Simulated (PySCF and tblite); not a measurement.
Results of a calculation; reference values are marked as such.
Barrier and rate of a rotation

System: C₅H₉NSe₂, numbered as in [CH3:1][CH2:2][Se:3][Se:4][CH2:5][CH2:6][C:7]#[N:8].

Motion: rotation about the Se3–Se4 bond (torsion C2–Se3–Se4–C5 from -102° to 90°, rising). Level: revPBE/pcSseg-1 + D3(BJ), IEF-PCM benzene on GFN2-xTB stationary points, with GFN2-xTB thermal terms. Rates follow Eyring's equation with the number of equivalent paths and no tunnelling. Programs: tblite and PySCF.

| point | symmetry | E(GFN2) kcal/mol | E(DFT) kcal/mol | ZPE change kcal/mol | lowest mode cm⁻¹ | dipole D |
| --- | --- | --- | --- | --- | --- | --- |
| start | C1 | 0.0 | 0.0 | 0.00 | 20 | 2.97 |
| saddle | C1 | 8.3 | 9.3 | -0.06 | 69i | 4.35 |
| end | C1 | 0.6 | 0.6 | -0.01 | 24 | 2.53 |

```
Electronic barrier                                      : 9.3 kcal/mol
Barrier with zero-point energy                          : 9.3 kcal/mol
ΔH‡ (298 K)                                             : 8.7 kcal/mol
ΔS‡ (298 K, symmetry apart)                             : -4.2 cal/(mol K)
Paths                                                   : 1 equivalent path
End point                                               : a different minimum
Mean lifetime of the start against this motion at 298 K : 3.4 µs
Cost                                                    : 2.5 min on 1 thread of Arm Neoverse V2, shared host (rough), peak memory 1.1 GiB, launched as `OMP_NUM_THREADS=1 python ens_run.py task.json out`
```

| T/K | ΔG‡ kcal/mol | k s⁻¹ | ΔG kcal/mol | k back s⁻¹ |
| --- | --- | --- | --- | --- |
| 200 | 9.7 | 112 | 0.6 | 518 |
| 250 | 9.8 | 1.3×10⁴ | 0.6 | 4.6×10⁴ |
| 298 | 10.0 | 3×10⁵ | 0.6 | 8.5×10⁵ |
| 350 | 10.2 | 3.3×10⁶ | 0.6 | 8.1×10⁶ |
| 400 | 10.3 | 1.8×10⁷ | 0.6 | 4.1×10⁷ |

ΔG and ΔG‡ leave out symmetry numbers and mirror images; rates count paths: 1 out, 1 back.

Spin–orbit effects of heavy atoms on shieldings are missing.
